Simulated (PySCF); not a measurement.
Species: C4H9FSi.
Numbering: `[CH3:1][Si@H:2]1[CH2:3][C@H:4]([F:5])[CH2:6]1` (hydrogens: H7, H8, H9 on C1; H10 on Si2; H11, H12 on C3; H13 on C4; H14, H15 on C6)

Theory: TDDFT wB97X-D/def2-SVPD, vertical, gas phase, core orbitals frozen in the response (PySCF). One conformer (not necessarily the lowest) at the GFN2-xTB geometry, without solvent, vibrations or thermal averaging.

```json
{"state": "S1", "E (eV)": "7.70", "E (kJ/mol)": "743", "λ (nm)": "161.0", "f": "0.010", "symmetry": "A″", "main configurations (H = HOMO, L = LUMO)": "H-1→L+1 (82%), H→L (8%)"}
{"state": "S2", "E (eV)": "7.82", "E (kJ/mol)": "755", "λ (nm)": "158.5", "f": "0.118", "symmetry": "A′", "main configurations (H = HOMO, L = LUMO)": "H→L+1 (85%)"}
{"state": "S3", "E (eV)": "7.90", "E (kJ/mol)": "762", "λ (nm)": "157.0", "f": "0.011", "symmetry": "A″", "main configurations (H = HOMO, L = LUMO)": "H→L+2 (37%), H→L (36%), H→L+4 (10%)"}
{"state": "S4", "E (eV)": "8.10", "E (kJ/mol)": "781", "λ (nm)": "153.2", "f": "0.043", "symmetry": "A′", "main configurations (H = HOMO, L = LUMO)": "H-1→L+2 (49%), H-1→L (23%), H→L+1 (10%)"}
{"state": "S5", "E (eV)": "8.15", "E (kJ/mol)": "786", "λ (nm)": "152.2", "f": "0.029", "symmetry": "A″", "main configurations (H = HOMO, L = LUMO)": "H→L+2 (44%), H→L (28%), H→L+3 (21%)"}
{"state": "S6", "E (eV)": "8.28", "E (kJ/mol)": "799", "λ (nm)": "149.7", "f": "0.019", "symmetry": "A′", "main configurations (H = HOMO, L = LUMO)": "H-1→L (44%), H-1→L+2 (36%), H-1→L+3 (10%)"}
{"state": "S7", "E (eV)": "8.43", "E (kJ/mol)": "813", "λ (nm)": "147.1", "f": "0.0024", "symmetry": "A″", "main configurations (H = HOMO, L = LUMO)": "H→L+3 (46%), H→L (21%), H→L+4 (15%)"}
{"state": "S8", "E (eV)": "8.55", "E (kJ/mol)": "825", "λ (nm)": "145.0", "f": "0.0014", "symmetry": "–", "main configurations (H = HOMO, L = LUMO)": "H-3→L+1 (87%)"}
```

Triplets, Tamm–Dancoff:

| state | E (eV) | λ (nm) | main configurations (H = HOMO, L = LUMO) |
| --- | --- | --- | --- |
| T1 | 6.99 | 177.5 | H→L+1 (86%) |
| T2 | 7.38 | 167.9 | H-1→L+1 (82%) |
| T3 | 7.55 | 164.2 | H→L+2 (39%), H→L (29%), H→L+4 (13%) |

The lowest singlet comes at 161 nm (743 kJ/mol) in the vacuum ultraviolet; it is weak; its leading configuration is HOMO-1→LUMO+1 (82%). The most intense listed level is S2 at 7.82 eV (158 nm, f = 0.118), 0.12 eV above S1. Löwdin shares by element: HOMO carbon 54% or more, silicon 22% (atoms not listed hold the other 23%); LUMO silicon 32%, carbon 20% or more, hydrogen 17% or more (atoms not listed hold the other 30%). Weighted by f, the mean energy of these states is 7.96 eV. Of the 8 states listed, 6 reach f = 0.01 and none stays under 0.0005. The listed states span 0.85 eV, and the widest gap between neighbours is 0.20 eV (S3 to S4). Symmetry labels in Cs follow from the direction of the transition dipole and are given only for states with f of 0.002 or more. Singlets were solved by full linear response, triplets in the Tamm–Dancoff approximation.
